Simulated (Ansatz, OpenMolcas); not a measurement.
**C3H9BO3 (trimethyl borate): the vertical energy of the triplet above the singlet, rung by rung**

The species is C3H9BO3 (16 atoms), meant as a singlet with charge 0. As SMILES, `COB(OC)OC`. The coordinates come from a PBE0-D4/def2-TZVP relaxation.

Each level gives the vertical energy of the triplet above the singlet (eV). The values are calculated.

| level | kind | program | value (eV) |
| --- | --- | --- | --- |
| HF/6-31G* (spherical functions) | Hartree–Fock | OpenMolcas | 9.03 |
| BLYP/6-31G* (spherical functions) | GGA | OpenMolcas | 7.56 |
| r2SCAN/6-31G* (spherical functions) | meta-GGA | Ansatz | 7.89 |
| B3LYP/6-31G* (spherical functions) | global hybrid | Ansatz | 8.17 |
| PBE0/6-31G* (spherical functions) | global hybrid | Ansatz | 8.26 |
| wB97M-V/6-31G* (spherical functions) | range-separated hybrid | Ansatz | 8.87 |
| B2PLYP/6-31G* (spherical functions) | double hybrid | Ansatz | 8.78 |
| MP2/6-31G* (spherical functions) | perturbation theory | Ansatz | 9.86 |
| CCSD/6-31G* (spherical functions) | coupled cluster or CI | Ansatz | 9.29 |

The values span 7.56 to 9.86 eV. A triplet this far above the singlet is often a Rydberg-like or dissociative state; sets without diffuse functions put Rydberg states too high.
